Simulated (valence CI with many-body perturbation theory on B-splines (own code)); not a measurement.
## Hyperfine factors and g values of Os⁵⁵⁺

Computed by valence CI with perturbative core correlation (CI+MBPT): three valence electrons over a frozen Dirac-Fock core [Ar], a basis of 9 s, 9 p, 10 d, 8 f, 5 g, 3 h, 1 i functions for each j, with the one-electron correlation potential Σ1, the two-electron term Σ2, the three-electron term Σ3, Breit, model QED; selected CI, second order for the rest (own B-spline code, finite nucleus).

The last digits are not significant, and no measured levels were compared; by estimate large intervals hold to a few tenths of a per cent, small ones and those within an open d or f shell to about a per cent. The list stops below the first excitations out of the core. Only levels of the ground parity were solved; by the run's estimate the other parity begins above the list, which can be wrong where configurations are misplaced.

A/g_I is the dipole constant over the nuclear g factor μ/I (μ in nuclear magnetons, uniformly magnetised nucleus), B/Q the quadrupole constant per barn. Both hold the static response of the core; the bare values leave it out. Large factors of s and p1/2 electrons are usually good to 5 to 10 %; those of open d and f shells near neutrality can be off by tens of per cent, and small factors of p3/2, d and f electrons come from cancelling terms and can be off by a factor of two or in sign, in half-filled shells by more. B is blank for J = 1/2, where it vanishes, and for nearly pure S terms. Energies count from the lowest level.

Levels are named by their leading jj configuration (3d3/2^4 stands for four electrons in 3d with j = 3/2), which in mixed levels can hold well under half, so a name can repeat and another be missing. Letters in brackets count levels of one name in rising energy.

| Level | E (cm⁻¹) | g | A/g_I (MHz) | A/g_I bare | B/Q (MHz/b) | B/Q bare |
| --- | --- | --- | --- | --- | --- | --- |
| (3d3/2^3) J=3/2 | 0 | 0.726 | 118000 | 118000 | -73000 | -73800 |
| (3d3/2^2 3d5/2) J=5/2 [a] | 607290 | 1.052 | 67200 | 67500 | -38600 | -39000 |
| (3d3/2^2 3d5/2) J=3/2 | 659380 | 1.162 | 54000 | 54600 | -13200 | -13300 |
| (3d3/2^2 3d5/2) J=9/2 | 689230 | 1.029 | 76000 | 76200 | 85600 | 86300 |
| (3d3/2^2 3d5/2) J=7/2 | 691590 | 1.032 | 73700 | 73900 | 32300 | 32600 |
| (3d3/2^2 3d5/2) J=1/2 | 704330 | 1.794 | -52900 | -50200 |  |  |
| (3d3/2^2 3d5/2) J=5/2 [b] | 902210 | 1.227 | 45000 | 45800 | 128000 | 129000 |
| (3d3/2 3d5/2^2) J=7/2 [a] | 1286400 | 1.119 | 54000 | 54500 | -9990 | -10100 |
| (3d3/2 3d5/2^2) J=9/2 | 1325200 | 1.127 | 57000 | 57600 | 23900 | 24000 |
| (3d3/2 3d5/2^2) J=3/2 [a] | 1369500 | 1.101 | 65000 | 65500 | -72800 | -73500 |
| (3d3/2 3d5/2^2) J=1/2 | 1394200 | 1.519 | -23800 | -22000 |  |  |
| (3d3/2 3d5/2^2) J=11/2 | 1403700 | 1.078 | 64600 | 64900 | 154000 | 156000 |
| (3d3/2 3d5/2^2) J=5/2 [a] | 1405800 | 1.296 | 19100 | 20200 | 83000 | 83800 |
| (3d3/2 3d5/2^2) J=5/2 [b] | 1481600 | 1.088 | 68000 | 68400 | -27200 | -27400 |
| (3d3/2 3d5/2^2) J=7/2 [b] | 1483300 | 1.081 | 66400 | 66800 | 29700 | 30000 |
| (3d3/2 3d5/2^2) J=3/2 [b] | 1654600 | 0.875 | 107000 | 106000 | 99200 | 100000 |

Q: Take the isotope of mass number 189, with I = 3/2, μ = 0.6576 μN and Q = 0.86 b. What is the hyperfine structure of (3d3/2^2 3d5/2) J=7/2?

A: From the table A = 32300 MHz, B = 27800 MHz. Shifts from the centre of gravity in MHz: F = 2: -203000, F = 3: -126000, F = 4: -4830, F = 5: 177000.
